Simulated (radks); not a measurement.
Results of a calculation; reference values are marked as such.
Hf4+, 68 electrons, occupied as [Xe] 4f14 (the NIST ground configuration). Level of theory: scalar-relativistic Kohn-Sham, PBEsol, spin-unpolarised, spherical densities, point nucleus (a radial shooting solver on a logarithmic mesh with Libxc functionals).

Local quantities along the radius. ELF = 1/(1 + alpha^2) is the electron localisation function; alpha = (tau - tau_W)/tau_unif compares the Pauli kinetic energy density with that of the uniform gas. tau is taken from the large components.

r (bohr),ELF,alpha
0.001208,0.999,0.02418
0.001384,0.999,0.02498
0.001598,0.999,0.02606
0.001831,0.999,0.02735
0.002097,0.999,0.02898
0.002403,0.999,0.03101
0.002775,0.999,0.03374
0.003179,0.999,0.03703
0.003642,0.998,0.04122
0.004207,0.998,0.04698
0.004819,0.997,0.05414
0.005521,0.996,0.06366
0.006326,0.994,0.07652
0.007306,0.991,0.09549
0.00837,0.986,0.1210
0.009589,0.976,0.1578
0.01099,0.957,0.2119
0.01269,0.918,0.2985
0.01454,0.849,0.4223
0.01665,0.733,0.6030
0.01908,0.582,0.8483
0.02204,0.432,1.148
0.02525,0.347,1.371
0.02892,0.333,1.415
0.0334,0.393,1.242
0.03827,0.506,0.9885
0.04384,0.628,0.7689
0.05023,0.714,0.6333
0.05801,0.743,0.5881
0.06646,0.706,0.6449
0.07614,0.598,0.8199
0.08724,0.448,1.109
0.1007,0.348,1.368
0.1154,0.372,1.300
0.1322,0.500,0.9996
0.1527,0.654,0.7278
0.175,0.725,0.6163
0.2005,0.697,0.6589
0.2297,0.541,0.9207
0.2652,0.316,1.470
0.3039,0.263,1.673
0.3482,0.405,1.212
0.3989,0.609,0.8014
0.4606,0.707,0.6435
0.5278,0.695,0.6625
0.6046,0.604,0.8095
0.6927,0.466,1.070
0.8,0.361,1.330
0.9166,0.364,1.321
1.05,0.454,1.096
1.213,0.563,0.8805
1.389,0.607,0.8038
1.592,0.573,0.8633
1.824,0.455,1.094
2.106,0.264,1.671
2.413,0.105,2.923
2.765,0.027,6.008
3.167,0.005,14.79
3.658,0.000,48.10
4.191,0.000,186.6

On this mesh the ELF has minima near r = 0.029, 0.10, 0.30, 0.80 bohr, which separate the shells, and maxima near 0.058 (0.74), 0.17 (0.72), 0.46 (0.71), 1.4 (0.61).
